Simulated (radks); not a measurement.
Task: Radial electron density D(r) = 4 pi r^2 rho(r) of an atom or ion with 22 electrons. Method: scalar-relativistic Kohn-Sham, SOGGA, spin-polarised, spherical densities, finite nucleus; Fermi nuclear charge, rms radius of each element as measured or else 0.836 A^(1/3) + 0.57 fm; computed with a radial shooting solver on a logarithmic mesh with Libxc functionals.

```
   r/bohr * D(r) (the largest magnitude, 34.8, reaches the edge; | marks zero)
 0.002842 | *
 0.003701 |  *
 0.004781 |    *
 0.006176 |      *
 0.007978 |          *
  0.01039 |               *
  0.01342 |                     *
  0.01733 |                             *
  0.02239 |                                     *
  0.02916 |                                             *
  0.03766 |                                                *
  0.04865 |                                               *
  0.06284 |                                           *
  0.08183 |                                      *
   0.1057 |                                       *
   0.1365 |                                               *
   0.1764 |                                                      *
   0.2297 |                                                  *
   0.2967 |                                  *
   0.3832 |                     *
    0.495 |                    *
   0.6446 |                        *
   0.8327 |                      *
    1.076 |            *
    1.389 |    *
    1.809 |*
    2.337 *
    3.019 *
      3.9 *
```

What is the nuclear charge?

Result: Z = 26. The innermost maximum, from 1s, lies near gamma/Z bohr with gamma = sqrt(1 - (Z/c)^2) = 0.982, here 0.0378 bohr (found: 0.0408), and its height grows with Z. The density is that of the iron ion Fe4+ in [Ar] 3d4; the configuration itself is not fixed sharply by these data, and Z only to about a unit. D(r) has 3 maxima, at r = 0.0408, 0.187, 0.682 bohr, and minima at 0.0886, 0.443 bohr, inside which lie 2.10, 10.64 electrons.
